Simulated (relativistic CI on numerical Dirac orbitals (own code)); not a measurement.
# One change at a time: Ar²⁺

Base calculation: Dirac-Coulomb-Breit CI, orbitals from a KLI potential per configuration, QED by a radiative potential, valence Slater integrals scaled by 0.85, P86 correlation energy added to each configuration.

Configurations in the expansion (outside the closed core [Ne]): 3s²3p⁴, 3s3p⁵, 3s²3p³3d, 3p⁶, 3s3p⁴3d, 3s²3p³4s, 3s²3p³4p, 3s²3p³4d, 3s²3p³5s, 3s²3p³5p, 3s²3p³4f, 3s²3p²3d4p, 3s²3p²3d², 3s²3p3d³, 3s3p²3d³, 3s²3p3d²4s, 3s²3p3d²4p, 3s²3p3d²4d, 3s²3p²3d4s, 3s3p²3d²4s, 3s²3p3d4s², 3s²3p3d4s4p, 3s²3p3d4s4d, 3s²3p²4s², 3s3p²3d4s², 3s²3p4s²4p, 3s²3p4s²4d. Double excitations out of closed p, d and f shells are left out; levels of such configurations are missing from the list, as are those of other unlisted configurations, and high levels can miss mixing partners. These lack a partner that the ground configuration has and come out too high: 3s²3p³5s, 3s²3p³5p, 3s²3p³4f.

Variants: (1) Slater integrals left unscaled; (2) self-excluded LDA correlation estimate; (3) QED terms removed; (4) only the first 3 configurations. Shifts of the energy above 3s²3p⁴ ³P2, in cm⁻¹, for the lowest level and the first level of each name with at least 55 % of one term (blank where a level changes its place among those of its configuration and J or its character, or is not in the variant):

| Level | Base | Δ(1) | Δ(2) | Δ(3) | Δ(4) | Measured |
| --- | --- | --- | --- | --- | --- | --- |
| 3s²3p⁴ ³P2 | 0.0 | 0.0 | 0.0 | 0.0 | 0.0 | 0.0 |
| 3s²3p⁴ ³P1 | 1098.2 | -12.9 | 0.0 | -3.0 | +25.4 | 1112.2 |
| 3s²3p⁴ ³P0 | 1546.1 | -6.2 | +0.1 | -3.9 | +44.8 | 1570.2 |
| 3s²3p⁴ ¹D2 | 14032.8 | +2235.1 | -1.2 | -1.7 | +459.5 | 14010.0 |
| 3s²3p⁴ ¹S0 | 30775.9 | +3823.2 | -0.1 | +0.9 | +4568.3 | 33265.7 |
| 3s3p⁵ ³P°2 | 127148.5 | -3147.2 | -16.1 | +62.8 | -11534.1 | 113800.5 |
| 3s3p⁵ ³P°1 | 128147.6 | -3144.6 | -16.0 | +60.1 | -11534.4 | 114797.4 |
| 3s3p⁵ ³P°0 | 128679.5 | -3145.8 | -16.0 | +58.7 | -11535.5 | 115328.0 |
| 3s²3p³3d ⁵D°1 | 155638.7 | -1650.8 | +87.4 | -9.5 | -10817.5 | 144885.5 |
| 3s²3p³3d ⁵D°0 | 155638.7 | -1651.6 | +87.5 | -9.5 | -10817.3 |  |
| 3s²3p³3d ⁵D°2 | 155639.3 | -1649.7 | +87.5 | -9.6 | -10816.2 | 144890.7 |
| 3s²3p³3d ⁵D°3 | 155640.6 | -1647.4 | +87.6 | -9.7 | -10814.9 | 144897.5 |
| 3s²3p³3d ⁵D°4 | 155646.0 | -1644.4 | +87.6 | -9.9 | -10812.7 | 144911.3 |
| 3s²3p³3d ¹P°1 | 155838.3 | +200.8 | +29.5 | +31.0 | -10940.7 |  |
| 3s²3p³3d ³D°2 | 170312.8 | +1079.0 | +87.8 | -9.4 | -11497.5 | 156922.6 |
| 3s²3p³3d ³D°3 | 170313.4 | +1071.2 | +87.8 | -9.6 | -11505.9 | 156915.5 |
| 3s²3p³3d ³D°1 | 170433.2 | +1067.5 | +87.9 | -9.9 | -11503.9 | 157029.8 |
| 3s²3p³3d ³F°2 | 174554.2 | +1637.5 | +90.7 | -8.5 | -10450.5 | 162757.3 |
| 3s²3p³3d ³F°3 | 174890.1 | +1644.0 | +90.7 | -9.5 | -10475.2 | 163076.2 |
| 3s²3p³3d ³F°4 | 175306.4 | +1656.0 | +90.7 | -10.8 | -10504.7 | 163477.0 |
| 3s²3p³3d ¹S°0 | 178466.8 | +2642.7 | +82.9 | -9.7 | -12603.2 | 161849.9 |
| 3s²3p³3d ³G°3 | 182860.9 | +2981.3 | +80.4 | -9.4 | -10574.9 | 172100.1 |

For a near-neutral ion this model can misplace configurations by up to about 10,000 cm⁻¹ (more where the count of f electrons changes) and terms by 10 to 25 % of their spread. Rates follow the energies as ν³ (E1, M1) or ν⁵ (E2), so they and the lifetimes can be off by large factors. The fine structure of a lone outer electron comes out too small, for d and f at times inverted, and misplaced configurations move strength between like terms. 66 of the 69 excited levels that our extract of the measured tables holds in this range could be paired (the sources list more); they are missed by 10420 cm⁻¹ on average and 16617 at most, and levels without a partner can miss by more.

Measured levels: Saloman, J. Phys. Chem. Ref. Data 39, 033101 (2010).

Ionisation energy from the two ground configurations alone: base 40.78 eV; Slater integrals left unscaled 40.45 eV; self-excluded LDA correlation estimate 41.12 eV. The NIST ASD value (semi-empirical) is 40.735 eV.
